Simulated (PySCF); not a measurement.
Species: trichloro(4-vinylphenyl)silane, C8H7Cl3Si.
Bonds: C1–C2 (double), C2–C3, C3–C4 (aromatic), C4–C5 (aromatic), C5–C6 (aromatic), C6–Si7, Si7–Cl8, Si7–Cl9, Si7–Cl10, C6–C11 (aromatic), C11–C12 (aromatic), C3–C12 (aromatic). Hydrogens: H13, H14 on C1; H15 on C2; H16 on C4; H17 on C5; H18 on C11; H19 on C12.

Torsions of this conformer, `[CH2:1]=[CH:2][c:3]1[cH:4][cH:5][c:6]([Si:7]([Cl:8])([Cl:9])[Cl:10])[cH:11][cH:12]1`: C1–C2–C3–C4 7°, C5–C6–Si7–Cl8 -144°.

The closed-shell ground state was solved at several levels (PySCF, density fitting, gas phase, non-relativistic). One conformer (not necessarily the lowest) at the PBE0-D3(BJ)/def2-SVP geometry, without solvent, vibrations or thermal averaging.

| level | basis functions | HOMO (eV) | LUMO (eV) | gap (eV) | dipole (D) |
| --- | --- | --- | --- | --- | --- |
| PBE0/def2-SVPD | 321 | -7.14 | -1.93 | 5.21 | 3.19 |
| PBE0/pcSseg-2 | 558 | -7.12 | -1.93 | 5.19 | 3.20 |

Problem. What might PBE0/pcSseg-1 (267 basis functions) give for the same quantities?

Solution. HOMO -7.17 eV, LUMO -1.94 eV, gap 5.23 eV, dipole 3.42 D.

Problem. Over all these levels, which gives the widest orbital gap and which the narrowest?

Solution. PBE0/pcSseg-1 has the widest, 5.23 eV, and PBE0/pcSseg-2 the narrowest, 5.19 eV. From the narrowest to the widest the HOMO moves by -0.05 eV and the LUMO by -0.01 eV.

Problem. How much does the basis alone move the frontier levels among the 3 PBE0 rows (the withheld one included)?

Solution. The HOMO by 0.05 eV and the LUMO by 0.01 eV. By rising basis size (HOMO, LUMO in eV): pcSseg-1 -7.17, -1.94; def2-SVPD -7.14, -1.93; pcSseg-2 -7.12, -1.93.

Problem. How far do the dipole and the HOMO energy spread over the levels?

Solution. The dipole runs from 3.19 to 3.42 D (mean 3.27 D) and the HOMO from -7.17 to -7.12 eV.
